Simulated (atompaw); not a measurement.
Before and after: PAW (atompaw) potential for cerium (Ce)

```json
{
  "Element": "cerium (Ce)",
  "Generator": "atompaw 4.2.0.5",
  "Type": "PAW",
  "Functional": "LDA (PW92)",
  "Relativity": "scalar-relativistic",
  "Frozen core": "[Kr] 4d10",
  "Valence charge": "12",
  "Reference configuration": "4f1 5s2 5p6 5d1 6s2 6p0",
  "Partial waves": "5s (bound); 6s (bound); 5p (bound); 6p (bound, empty); 5d (bound); 5d channel at 2.1 Ry; 4f (bound); 4f channel at 0.45 Ry",
  "Local potential": "bessel scheme, radius 2.15 bohr",
  "Core correction": "smooth core density matched at 2.20 bohr",
  "Augmentation charge": "sinc compensation charge, radius 2.05 bohr; PAW radius 2.65 bohr; waves and projectors: bloechl"
}
```

All-electron outer shells of the reference configuration (LDA (PW92), scalar-relativistic, ld1.x):

```json
{"shell": "4p", "level (eV)": "-210.63", "outermost node (bohr)": "0.33", "outermost maximum (bohr)": "0.62"}
{"shell": "4d", "level (eV)": "-110.44", "outermost node (bohr)": "0.31", "outermost maximum (bohr)": "0.66"}
{"shell": "5s", "level (eV)": "-40.73", "outermost node (bohr)": "0.75", "outermost maximum (bohr)": "1.37"}
{"shell": "5p", "level (eV)": "-23.30", "outermost node (bohr)": "0.81", "outermost maximum (bohr)": "1.53"}
{"shell": "4f", "level (eV)": "-5.61", "outermost node (bohr)": "–", "outermost maximum (bohr)": "0.71"}
{"shell": "6s", "level (eV)": "-3.88", "outermost node (bohr)": "1.81", "outermost maximum (bohr)": "3.68"}
{"shell": "5d", "level (eV)": "-3.18", "outermost node (bohr)": "0.92", "outermost maximum (bohr)": "2.18"}
{"shell": "6p", "level (eV)": "-1.41", "outermost node (bohr)": "2.15", "outermost maximum (bohr)": "4.90"}
```

Change: local potential bessel scheme, radius 2.50 bohr.

Cutoffs: the cutoffs (Ry, on a coarse ladder) from which the occupation-weighted sum of valence levels, in a spherical-Bessel basis at the reference potential, stays within 10 and 1 mRy of its value at 400 Ry; they do not see the model core or the augmentation charge, which bear on the density cutoff.

Q: What does the change do?

A: The potential gets harder (25 Ry and 35 Ry → 30 Ry and 40 Ry); neither file shows a bound ghost.

```tsv
quantity	base	changed
cutoff, loose	25 Ry	30 Ry
cutoff, tight	35 Ry	40 Ry
loose cutoff by channel (10 mRy a level)	s 8 Ry, p 12 Ry, d 10 Ry, f 25 Ry	s 10 Ry, p 15 Ry, d 10 Ry, f 30 Ry
bound ghosts	none	none
s: phases at 2.67 bohr within 0.05 rad from the reference energy up to (Ry; the scan ends near 5)	to the end of the scan	to the end of the scan
p: phases at 2.67 bohr within 0.05 rad from the reference energy up to (Ry; the scan ends near 5)	to the end of the scan	to the end of the scan
d: phases at 2.67 bohr within 0.05 rad from the reference energy up to (Ry; the scan ends near 5)	to the end of the scan	to the end of the scan
f: phases at 2.67 bohr within 0.05 rad from the reference energy up to (Ry; the scan ends near 5)	1.7	1.7
lowest overlap eigenvalue by channel	s 0.37, p 0.57, d 0.81, f 1.00	s 0.36, p 0.55, d 0.77, f 1.00
```

 The cutoffs see the waves, projectors and local potential, not the compensation charge or the core.
